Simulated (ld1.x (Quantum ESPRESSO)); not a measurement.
Ranking RRKJ potentials for Al (Z = 13)

All share these settings but for the change named:

* Element: aluminium (Al)
* Generator: ld1.x (Quantum ESPRESSO) 7.5
* Type: norm-conserving RRKJ (Kleinman–Bylander form)
* Functional: PBE
* Relativity: non-relativistic
* Frozen core: [Ne]
* Valence charge: 3
* Reference configuration: 3s1 3p2
* Partial waves: 3p (bound): rc 2.90 bohr; 3d channel at 0.5 Ry: rc 3.05 bohr; 3s (bound): rc 1.55 bohr
* Local potential: the s channel
* Core correction: Bessel-smoothed model core, default radius (core density twice the valence density)

Cutoff: the first of the cutoffs (Ry, on a coarse ladder) from which the occupation-weighted sum of valence levels, in a spherical-Bessel basis at the reference potential, stays within 10 and 1 mRy of its value at 400 Ry; the density cutoff is not measured.

The base gives 12 Ry.

Of 7 variants that were run, those that failed, showed a ghost or another fault, or gave nearly equal values are left out.

(1) Rank these variants from softest to hardest (loose cutoff).
A. all radii but the core radius scaled by about 1.17 (s 1.80, p 3.38, d 3.56 bohr)
B. all radii but the core radius scaled by about 0.97 (s 1.50, p 2.80, d 2.94 bohr)
C. all radii but the core radius scaled by about 0.84 (s 1.30, p 2.44, d 2.56 bohr)
D. all radii but the core radius scaled by about 0.75 (s 1.16, p 2.18, d 2.28 bohr)

## Answers

(1) A (8 Ry), B (21 Ry), C (40 Ry), D (70 Ry).
